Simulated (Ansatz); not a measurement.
Species: HGeOCl, charge 0, singlet. HGeOCl (SMILES [OH][Ge][Cl]).
B3LYP-D3(BJ)/def2-TZVP minimum from Ansatz (an electronic-structure program):
```xyz
4

Ge    -0.0001    -0.3276     0.5761
Cl     0.4170     1.3896    -0.7441
O     -0.7556    -1.3648    -0.6804
H     -1.0425    -2.2222    -0.3422
```

Atomisation energy term by term, kcal/mol (programs: Ansatz). UHF or UKS for unpaired electrons; spin-orbit terms are left out. Cores are frozen in correlated methods (noble-gas shells, and filled d and f shells in the p block). No relativity. CBS(X,Y): correlation extrapolated as X^-3, Hartree-Fock from the larger set. A bracket is a step between two methods taken in the basis named. For partners of very few electrons the exact lower level stands in for a higher one.

| term | basis | kcal/mol |
|---|---|---|
| Hartree-Fock | def2-QZVPP | 199.47 |
| CCSD correlation | CBS(def2-TZVPP,def2-QZVPP) | 100.69 |
| (T) | CBS(def2-TZVPP,def2-QZVPP) | 9.40 |
| CCSDT(Q) - CCSD(T) | def2-TZVPP | 0.30 |
| sum: De |  | 309.9 |

The step beyond CCSD(T) by other levels: CCSDT(Q) in def2-SVP 0.87 kcal/mol.
